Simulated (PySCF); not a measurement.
PySCF job for Zn(H)(Me) (CH4Zn), SMILES [CH3][ZnH], TDDFT-LC-ωPBE/def2-TZVPD. Geometry: PBE0-D3(BJ)/def2-TZVP.

```python
import numpy as np
from pyscf import gto, scf, dft, tdscf

mol = gto.M(
    atom='''
    Zn   -0.00000000   -0.00000000   -0.42763654
    H     0.00000000    0.00000000   -1.97221291
    C     0.00000000    0.00000000    1.51362830
    H     0.88344989    0.51006003    1.90651305
    H    -0.00000000   -1.02012006    1.90651305
    H    -0.88344990    0.51006003    1.90651305
    ''',
    basis='def2-TZVPD',
    charge=0,
    spin=0,
    symmetry=True,
    max_memory=1600,
    verbose=4,
)
mf = dft.RKS(mol, xc='lc_wpbe').density_fit(auxbasis='def2-universal-jkfit')
mf.grids.level = 3
mf.conv_tol = 1e-9
mf.max_cycle = 100
mf.kernel()
mf.grids = dft.Grids(mol).set(level=1).build(with_non0tab=True)  # coarser grid for the response kernel
td = tdscf.TDDFT(mf)
td.singlet = True
td.nstates = 10
td.conv_tol = 1e-4
td.kernel(x0=td.get_init_guess(mf, 15))
td.analyze()
tt = tdscf.TDA(mf)
tt.singlet = False
tt.nstates = 4
tt.conv_tol = 1e-4
tt.kernel(x0=tt.get_init_guess(mf, 9))
tt.analyze(verbose=3)
```

Log of the run:

```
PySCF version 2.14.0

[INPUT] verbose = 4
[INPUT] num. atoms = 6
[INPUT] num. electrons = 40
[INPUT] charge = 0
[INPUT] spin (= nelec alpha-beta = 2S) = 0
[INPUT] symmetry True subgroup None
[INPUT] Mole.unit = angstrom
[INPUT] Symbol           X                Y                Z      unit          X                Y                Z       unit  Magmom
[INPUT]  1 Zn     0.000000000000   0.000000000000  -0.427636540000 AA    0.000000000000   0.000000000000  -0.808115941457 Bohr   0.0
[INPUT]  2 H      0.000000000000   0.000000000000  -1.972212910000 AA    0.000000000000   0.000000000000  -3.726942259231 Bohr   0.0
[INPUT]  3 C      0.000000000000   0.000000000000   1.513628300000 AA    0.000000000000   0.000000000000   2.860342941391 Bohr   0.0
[INPUT]  4 H      0.883449890000   0.510060030000   1.906513050000 AA    1.669478336877   0.963873763787   3.602787517409 Bohr   0.0
[INPUT]  5 H      0.000000000000  -1.020120060000   1.906513050000 AA    0.000000000000  -1.927747527575   3.602787517409 Bohr   0.0
[INPUT]  6 H     -0.883449900000   0.510060030000   1.906513050000 AA   -1.669478355774   0.963873763787   3.602787517409 Bohr   0.0

nuclear repulsion = 88.9600248471034
point group symmetry = C3v, use subgroup Cs
symmetry origin: [-4.72431533e-10  0.00000000e+00 -7.55890461e-09]
symmetry axis x: [ 8.66025403e-01 -5.00000002e-01  5.08564825e-10]
symmetry axis y: [-5.87240136e-10 -1.01672708e-16  1.00000000e+00]
symmetry axis z: [-5.00000002e-01 -8.66025403e-01 -2.93620157e-10]
num. orbitals of irrep A' = 82
num. orbitals of irrep A" = 42
number of shells = 50
number of NR pGTOs = 194
number of NR cGTOs = 124
basis = def2-TZVPD
ecp = {}


[settings echo left out]
init E= -1819.19173401434
HOMO (A') = -0.295661942355157  LUMO (A') = 0.0168836460508479  gap/eV = 8.50480
cycle= 1 E= -1819.5803228032  delta_E= -0.389  |g|= 0.901  |ddm|= 2.28
HOMO (A') = -0.365184744218908  LUMO (A') = 0.0265240123648708  gap/eV = 10.65894
cycle= 2 E= -1819.50582197191  delta_E= 0.0745  |g|= 1.51  |ddm|=  1.7
HOMO (A') = -0.371362094175851  LUMO (A') = 0.0315551010456901  gap/eV = 10.96394
cycle= 3 E= -1819.65016810876  delta_E= -0.144  |g|= 0.0566  |ddm|= 0.663
HOMO (A') = -0.381118317217258  LUMO (A') = 0.0329209168293968  gap/eV = 11.26658
cycle= 4 E= -1819.65110378499  delta_E= -0.000936  |g|= 0.0256  |ddm|= 0.107
HOMO (A') = -0.377254242220818  LUMO (A') = 0.033511342123924  gap/eV = 11.17750
cycle= 5 E= -1819.6513120878  delta_E= -0.000208  |g|= 0.00716  |ddm|= 0.0392
HOMO (A') = -0.378026318562743  LUMO (A') = 0.0333941122946797  gap/eV = 11.19532
cycle= 6 E= -1819.65132295732  delta_E= -1.09e-05  |g|= 0.00163  |ddm|= 0.0111
HOMO (A') = -0.377986472113015  LUMO (A') = 0.0334006502257587  gap/eV = 11.19441
cycle= 7 E= -1819.65132340094  delta_E= -4.44e-07  |g|= 0.000239  |ddm|= 0.0035
HOMO (A') = -0.378005359110922  LUMO (A') = 0.0333948083065098  gap/eV = 11.19477
cycle= 8 E= -1819.65132341996  delta_E= -1.9e-08  |g|= 4.3e-05  |ddm|= 0.00061
HOMO (A') = -0.378009596749965  LUMO (A') = 0.0333941289298905  gap/eV = 11.19487
cycle= 9 E= -1819.651323421  delta_E= -1.04e-09  |g|= 8.92e-06  |ddm|= 0.000154
HOMO (A') = -0.378009119052496  LUMO (A') = 0.0333941697166486  gap/eV = 11.19485
cycle= 10 E= -1819.65132342105  delta_E= -4.68e-11  |g|= 2.09e-06  |ddm|= 4.19e-05
HOMO (A') = -0.378009188173607  LUMO (A') = 0.0333941486726645  gap/eV = 11.19486
Extra cycle  E= -1819.65132342105  delta_E= 2.27e-12  |g|= 1.89e-06  |ddm|= 6.08e-06
converged SCF energy = -1819.65132342105
tot grids = 22512


******** <class 'pyscf.tdscf.rks.TDDFT'> for <class 'pyscf.df.df_jk.DFSymAdaptedRKS'> ********
nstates = 10 singlet
deg_eia_thresh = 1.000e-03
wfnsym = None
conv_tol = 0.0001
eigh lindep = 1e-12
eigh level_shift = 0
eigh max_cycle = 100


Excitation energies (eV)
[6.25727751 6.25728104 7.42604611 8.43384429 8.43384908 8.49243231
 8.77231305 8.77231662 9.28586703 9.59645162]

** Singlet excitation energies and oscillator strengths **
Excited State   1:  ???      6.25728 eV    198.14 nm  f=0.0027
      20 -> 22       -0.55133
      20 -> 26       -0.42666
Excited State   2:  ???      6.25728 eV    198.14 nm  f=0.0027
      20 -> 21        0.55133
      20 -> 25        0.42666
Excited State   3:  ???      7.42605 eV    166.96 nm  f=0.2844
      19 -> 24       -0.14170
      20 -> 23        0.50336
      20 -> 24        0.43152
Excited State   4:  ???      8.43384 eV    147.01 nm  f=0.2861
      19 -> 22       -0.56749
      19 -> 26       -0.38020
Excited State   5:  ???      8.43385 eV    147.01 nm  f=0.2861
      19 -> 21        0.56748
      19 -> 25        0.38020
Excited State   6:  ???      8.49243 eV    145.99 nm  f=0.1309
      19 -> 23        0.21030
      19 -> 27       -0.12259
      20 -> 23        0.40177
      20 -> 24       -0.48270
      20 -> 30       -0.17141
Excited State   7:  ???      8.77231 eV    141.34 nm  f=0.0364
      20 -> 22       -0.41173
      20 -> 26        0.52825
      20 -> 28        0.13726
      20 -> 36       -0.11493
Excited State   8:  ???      8.77232 eV    141.34 nm  f=0.0364
      20 -> 21       -0.41173
      20 -> 25        0.52825
      20 -> 29       -0.13726
      20 -> 37        0.11493
Excited State   9:  ???      9.28587 eV    133.52 nm  f=0.1597
      17 -> 21       -0.10523
      18 -> 22       -0.10522
      19 -> 23       -0.27351
      19 -> 24       -0.16927
      19 -> 27        0.10071
      20 -> 23        0.13990
      20 -> 24       -0.13468
      20 -> 27        0.52980
Excited State  10:  ???      9.59645 eV    129.20 nm  f=0.0072
      17 -> 21        0.11845
      18 -> 22        0.11845
      19 -> 23       -0.29150
      19 -> 24       -0.35887
      19 -> 27        0.30772
      20 -> 24       -0.17052
      20 -> 27       -0.24426
      20 -> 30       -0.15213

** Transition electric dipole moments (AU) **
state          X           Y           Z        Dip. S.      Osc.
  1        -0.0660     -0.1144     -0.0000      0.0174      0.0027
  2         0.1144     -0.0660     -0.0000      0.0174      0.0027
  3         0.0000     -0.0000      1.2503      1.5633      0.2844
  4        -0.5883     -1.0190      0.0000      1.3845      0.2861
  5         1.0190     -0.5883     -0.0001      1.3844      0.2861
  6         0.0001     -0.0001      0.7932      0.6292      0.1309
  7        -0.2056     -0.3562     -0.0000      0.1691      0.0364
  8        -0.3562      0.2056     -0.0000      0.1692      0.0364
  9        -0.0000      0.0000     -0.8379      0.7020      0.1597
 10         0.0000     -0.0000      0.1752      0.0307      0.0072

** Transition velocity dipole moments (imaginary part, AU) **
state          X           Y           Z        Dip. S.      Osc.
  1        -0.0154     -0.0266      0.0000      0.0009      0.0027
  2         0.0266     -0.0154     -0.0000      0.0009      0.0027
  3         0.0000     -0.0000      0.3433      0.1178      0.2879
  4        -0.1791     -0.3103     -0.0000      0.1283      0.2761
  5         0.3103     -0.1791     -0.0000      0.1283      0.2761
  6         0.0000     -0.0000      0.2468      0.0609      0.1301
  7        -0.0682     -0.1183     -0.0000      0.0186      0.0385
  8        -0.1182      0.0683     -0.0000      0.0186      0.0385
  9         0.0000      0.0000     -0.2844      0.0809      0.1580
 10         0.0000      0.0000      0.0591      0.0035      0.0066

** Transition magnetic dipole moments (imaginary part, AU) **
state          X           Y           Z
  1         1.0893     -0.6289      0.0000
  2         0.6289      1.0893     -0.0000
  3         0.0000      0.0000     -0.0000
  4         0.6954     -0.4015     -0.0000
  5         0.4015      0.6954      0.0000
  6         0.0001      0.0001      0.0000
  7        -0.2921      0.1686     -0.0000
  8         0.1686      0.2921     -0.0000
  9         0.0001     -0.0000      0.0000
 10        -0.0000      0.0000     -0.0000


******** <class 'pyscf.tdscf.rks.TDA'> for <class 'pyscf.df.df_jk.DFSymAdaptedRKS'> ********
nstates = 4 triplet
deg_eia_thresh = 1.000e-03
wfnsym = None
conv_tol = 0.0001
eigh lindep = 1e-12
eigh level_shift = 0
eigh max_cycle = 100


Excitation energies (eV)
[5.84866875 5.84867001 6.45825547 7.04068314]

** Triplet excitation energies and oscillator strengths **
Excited State   1:  ???      5.84867 eV    211.99 nm  f=0.0000
Excited State   2:  ???      5.84867 eV    211.99 nm  f=0.0000
Excited State   3:  ???      6.45826 eV    191.98 nm  f=0.0000
Excited State   4:  ???      7.04068 eV    176.10 nm  f=0.0000
```

The run converged.
